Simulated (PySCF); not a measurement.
# Stretching SiPd

Set-up: basis Si def2-TZVPP, Pd def2-TZVPP with ECP28; scalar-relativistic core potentials; PySCF 2.14. Energies in eV from Si + Pd (4d10) in their ground configurations at the same level. All curves are PBE0. state 1: ¹Σ⁺ (singlet), closed shell; state 2: ³Π (triplet), unpaired electrons σ ↑, π ↑, a second solution, started from another occupation; state 3: Ms = 0 determinant of mixed spin (⟨S²⟩ near 1.0), unpaired electrons σ ↑, π ↓, a second solution, started from another occupation; state 4: ³Σ⁻ (triplet), unpaired electrons π ↑↑, a second solution, started from another occupation.

```csv
R (Å),state 1,state 2,state 3,state 4
1.801,-1.791,-1.329,-1.120,-0.166
1.885,-2.494,-2.056,-1.863,-0.915
1.968,-2.876,-2.479,-2.301,-1.372
2.031,-3.008,-2.652,-2.484,-1.576
2.094,-3.042,-2.734,-2.574,-1.693
2.157,-3.002,-2.746,-2.595,-1.745
2.241,-2.864,-2.687,-2.543,-1.741
2.345,-2.602,-2.531,-2.396,-1.661
2.471,-2.217,-2.278,-2.149,-1.506
2.638,-1.663,-1.901,-1.774,-1.261
```

Question: Put a parabola through the three lowest points of the state 1 curve and estimate Re, k and ωe (reduced mass 22.13 u; 1 eV/Å² = 0.16022 mdyn/Å; ωe = 1302.8·√(k/μ) cm⁻¹).

Answer: Through R = 2.031, 2.094, 2.157 Å the second-order coefficient is 9.32 eV/Å², so Re ≈ 2.091 Å, k ≈ 2.99 mdyn/Å and ωe ≈ 479 cm⁻¹. A polynomial fit of higher order to the unrounded PBE0 energies gives Re = 2.088 Å, k = 3.09 mdyn/Å, ωe = 486 cm⁻¹; anharmonicity and rounding make the difference.

The higher-order fit for each curve: state 1: Re = 2.088 Å, ωe = 486 cm⁻¹, De = 3.04 eV; state 2: Re = 2.139 Å, ωe = 415 cm⁻¹, minimum 2.75 eV below the ground-state fragments; state 3: Re = 2.147 Å, ωe = 411 cm⁻¹, minimum 2.60 eV below the ground-state fragments; state 4: Re = 2.193 Å, ωe = 352 cm⁻¹, minimum 1.75 eV below the ground-state fragments.

The metal atom is held in its measured ground configuration; semilocal functionals can put another filling of s and d lower by some tenths of an eV, and De to that atom would be smaller. ⟨S²⟩ of the unrestricted solution departs from its pure value on part of the curve, where spin states mix. Spin–orbit coupling is left out, which matters for elements this heavy, above all for dissociation energies.
